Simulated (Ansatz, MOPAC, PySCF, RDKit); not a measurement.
Complex: C2H3N (SMILES CC#N) (first 6 atoms) with CH5N (SMILES CN); geometry from B3LYP-D3(BJ)/def2-TZVP, rigid monomers moved along the line of their centres of mass till H5···N8 is 2.81 Å.
(charge 0, multiplicity 1):
```xyz
13

C      0.1925     1.3018     0.1628
C     -0.6366     0.1087     0.1424
N     -1.2926    -0.8356     0.1621
H     -0.2892     2.1057    -0.3942
H      0.3242     1.6020     1.2047
H      1.1636     1.0938    -0.2870
C      0.7205    -0.5843     3.9031
N     -0.2875     0.4582     3.6975
H      1.6434    -0.1294     4.2670
H      0.9395    -1.0609     2.9470
H      0.4287    -1.3722     4.6087
H     -0.5330     0.8974     4.5765
H     -1.1360     0.0510     3.3205
```

Monomers are frozen at their geometry in the pair; levels with a basis set take the counterpoise correction. Rows marked so take none.

Correlated levels freeze the cores. Rows in 6-31G* carry no dispersion term and start afresh at each structure (6-31G* with six Cartesian d functions). The state that PM7 reach isn't checked; PM7 holds dispersion and hydrogen-bond terms.

Programs: Ansatz (a first-principles code) with Gaussian orbitals; MOPAC for PM7 (differences of heats of formation); PySCF for 6-31G* rows; RDKit for the force fields. Each number belongs to the level named beside it.

```tsv
level	interaction energy (kJ/mol)
MMFF94	-12.4
PM7	-16.0
r2SCAN/def2-TZVPPD	-15.2
B3LYP/6-31G*	-11.7
B3LYP/6-31G* (no counterpoise)	-17.2
B3LYP/def2-TZVPPD	-10.9
PBE0/def2-TZVPPD	-13.6
wB97X-V/def2-TZVPPD	___
CCSD(T)/aug-cc-pVDZ	-15.8
```

Fill in the missing entries.


- wB97X-V/def2-TZVPPD, interaction energy (kJ/mol): -17.6
